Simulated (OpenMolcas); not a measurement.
# Se: the spin-orbit constant, worked from levels

- Program: OpenMolcas
- Basis: ANO-RCC-VQZP [7s6p4d2f1g]
- Scalar Hamiltonian: DKH2, point nucleus
- Active space: 6 electrons in 8 orbitals (4s 4p 5s 5p)
- State averaging: 2S+1 = 3 even, 3 roots; 2S+1 = 1 even, 6 roots
- Spin-orbit coupling: state interaction with AMFI integrals over the reference wave functions, term energies averaged over their components

Methods: CASSCF; SS-CASPT2, IPEA 0.25 Eh, imaginary shift 0.1 Eh (closed shells correlated: 3d). Measured levels: NIST Handbook of Basic Atomic Spectroscopic Data.

**The spin-orbit constant.** For the Hund term ³P of p4, E(J) = (A/2) J(J+1) + constant and ζ = -2S·A = -2A. From J = 0 to J = 2 the energy changes by 3 A.

```json
{"Source": "CASSCF", "E(2) - E(0)": "-2278.2", "A": "-759.4", "ζ": "1519"}
{"Source": "SS-CASPT2", "E(2) - E(0)": "-2325.7", "A": "-775.2", "ζ": "1550"}
{"Source": "measured", "E(2) - E(0)": "-2534.4", "A": "-844.8", "ζ": "1690"}
```

All in cm-1. SS-CASPT2 is off by -8.2 % and CASSCF by -10.1 %. Both methods take the spin-orbit matrix elements from the reference wave functions, so the second can move ζ only through the term energies and any multistate remixing. Second-order mixing with other terms is absorbed into this ζ.

Active for correlation alone: 5p 5s; no level in the range computed is led by a configuration that fills them, so any true level of that kind is missing. Without dynamic correlation excited terms often stand tens of per cent too high (terms of higher spin than the ground term too low), and those without a measured partner can miss by more than the paired ones (holds for CASSCF). Measured partners are found by configuration, term and J. A level has none where our copy of the source lacks it or the pairing is in doubt (some pairs that miss far off the trend of their configuration count as doubtful), and it then counts in no deviation. Levels of configurations outside the active space are missing.
